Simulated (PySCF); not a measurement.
HOZn (SMILES [OH][Zn]), doublet, at a GFN2-xTB geometry (such geometries of metal compounds can be far from the true shape) (the spin is typed, not shown lowest). Base run: B3LYP/def2-SVP run with PySCF.

PySCF was given this input:
```python
from pyscf import gto, scf, dft

mol = gto.M(
    atom='''
Zn   -0.28958372   -0.17587211   -0.27250456
O     0.94444494    0.48302783    0.89466334
H     1.13195202    1.41194083    1.01783020
''',
    basis='def2-svp',
    spin=1,
    verbose=3,
)

mf = dft.UKS(mol)
mf.xc = 'b3lyp'
mf.kernel()
```

Each row names what was changed in the base input (with any setting that the change needs).

```json
[
 {"change": "base", "E (Eh)": "-1854.91534", "HOMO (eV)": "-5.60", "dipole (D)": "1.89", "<S^2>": "0.753", "core-seconds (rough)": "2"},
 {"change": "functional = m06", "E (Eh)": "-1854.78071", "HOMO (eV)": "-5.66", "dipole (D)": "2.06", "<S^2>": "0.752", "core-seconds (rough)": "5"},
 {"change": "functional = mn15", "E (Eh)": "-1855.04152", "HOMO (eV)": "-6.31", "dipole (D)": "2.07", "<S^2>": "0.753", "core-seconds (rough)": "3"},
 {"change": "functional = m06l", "E (Eh)": "-1854.79245", "HOMO (eV)": "-4.65", "dipole (D)": "1.89", "<S^2>": "0.752", "core-seconds (rough)": "5"},
 {"change": "functional = pbe", "E (Eh)": "-1854.51121", "HOMO (eV)": "-4.75", "dipole (D)": "1.64", "<S^2>": "0.752", "core-seconds (rough)": "2"},
 {"change": "functional = lda,vwn", "E (Eh)": "-1851.42870", "HOMO (eV)": "-4.87", "dipole (D)": "1.64", "<S^2>": "0.751", "core-seconds (rough)": "1"},
 {"change": "functional = pbe0", "E (Eh)": "-1854.53760", "HOMO (eV)": "-5.79", "dipole (D)": "2.04", "<S^2>": "0.753", "core-seconds (rough)": "2"},
 {"change": "functional = x3lyp", "E (Eh)": "-1854.79457", "HOMO (eV)": "-5.63", "dipole (D)": "1.90", "<S^2>": "0.753", "core-seconds (rough)": "3"},
 {"change": "functional = tpssh", "E (Eh)": "-1854.85303", "HOMO (eV)": "-5.20", "dipole (D)": "1.86", "<S^2>": "0.753", "core-seconds (rough)": "4"},
 {"change": "functional = wb97x_v", "E (Eh)": "-1854.66322", "HOMO (eV)": "-7.82", "dipole (D)": "2.18", "<S^2>": "0.754", "core-seconds (rough)": "30"},
 {"change": "functional = m062x", "E (Eh)": "-1854.82127", "HOMO (eV)": "-6.71", "dipole (D)": "2.07", "<S^2>": "0.753", "core-seconds (rough)": "5"},
 {"change": "functional = mn12l", "E (Eh)": "-1854.19506", "HOMO (eV)": "-5.04", "dipole (D)": "1.71", "<S^2>": "0.754", "core-seconds (rough)": "3"},
 {"change": "functional = pw6b95", "E (Eh)": "-1855.84973", "HOMO (eV)": "-5.81", "dipole (D)": "2.02", "<S^2>": "0.753", "core-seconds (rough)": "4"}
]
```

Absolute energies of different levels of theory aren't comparable as measures of quality.

Open shells are given as the SCF converged; they aren't shown to be the lowest states, and a large step between rows can be another state.
